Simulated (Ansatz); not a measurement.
Input and output for C2H8FGaSi, SMILES `C[SiH]([GaH2])CF`.

```yaml
crystal:
  periodic: [false, false, false]
  atoms:
    - {symbol: C, position_ang: [-1.921691, 0.062255, 0.433217]}
    - {symbol: Si, position_ang: [-0.065149, 0.002328, 0.704983]}
    - {symbol: Ga, position_ang: [1.224365, -1.725036, -0.375221]}
    - {symbol: C, position_ang: [0.831002, 1.301017, -0.387499]}
    - {symbol: F, position_ang: [1.608629, 0.545599, -1.321132]}
    - {symbol: H, position_ang: [-2.337733, 1.027743, 0.731886]}
    - {symbol: H, position_ang: [-2.420561, -0.712124, 1.020865]}
    - {symbol: H, position_ang: [-2.163935, -0.108931, -0.618159]}
    - {symbol: H, position_ang: [0.227690, 0.312503, 2.135112]}
    - {symbol: H, position_ang: [2.672012, -2.082580, 0.122852]}
    - {symbol: H, position_ang: [0.635973, -2.491990, -1.617422]}
    - {symbol: H, position_ang: [1.536494, 1.933076, 0.155278]}
    - {symbol: H, position_ang: [0.172905, 1.936140, -0.984760]}
basis:
  gaussian: {orbitals: 6-31G}
total_charge: 1
magnetization: {spin_polarized: true, initial_magnetization: 1}
hamiltonian: {xc: {name: r2SCAN}, dispersion: rvv10}
accuracy: high
```

```sh
$ ansatz run in.yaml --threads 4 --pin off --events-out ev --progress --plain --max-ram 10444MiB
```

Output, abridged:

```
Functional definition: r2SCAN+rVV10
2013 factors; integrals over basis functions are off by at most 5.6e-9 eV
mean field evaluation 1: about -65136.4737 eV, gradient 5.2e1 eV
mean field evaluation 2: about -65063.1827 eV, gradient 1.3e2 eV
mean field evaluation 4: about -65148.5685 eV, gradient 7.2e0 eV
mean field evaluation 8: about -65148.9678 eV, gradient 6.2e-1 eV
mean field evaluation 16: about -65148.9714 eV, gradient 3.4e-3 eV
mean field -65148.97141637 eV, -2394.1805399926 hartree, gradient 4.6e-8 eV, S^2 0.752296; 5 other end points of the search recorded, 0 dependent functions left out
reference -65148.97142319 eV, -2394.1805402433 hartree; 37, 36 occupied and 48, 49 virtual orbitals, 2013 factors
Total energy: -65148.97142319 eV, -2394.1805402433 hartree
```

Hardware: 4 threads of an Arm Neoverse V1 on a shared host. Wall time 42 s, peak host memory 0.64 GiB.
